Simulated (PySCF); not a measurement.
ClH3SiZn, SMILES [SiH3][Zn][Cl]. The structure is a stationary point at PBE0-D3(BJ)/def2-SVP.

Method: PBE0-D3(BJ)/def2-SVP (PySCF).

Harmonic wavenumbers (cm⁻¹): 85, 85, 295, 448, 459, 459, 856, 930, 930, 2213, 2225, 2225. Rotational constants (GHz): 85.56, 1.474, 1.474; symmetry number 3.

Task: Work out the zero-point energy and the ideal-gas rigid-rotor harmonic-oscillator thermochemistry at 298.15 K and 1 atm.

Result: ZPE = ½ Σ hcν = ½ × 11211 cm⁻¹ = 67.06 kJ/mol. H − E(el) = 84.56 kJ/mol. Entropy in J/(mol K): translation 169.64, rotation 95.31, vibration 49.05, total 313.99. G − E(el) = -9.05 kJ/mol. Cp = 79.89 J/(mol K). Modes under 150 cm⁻¹ make the vibrational entropy uncertain.
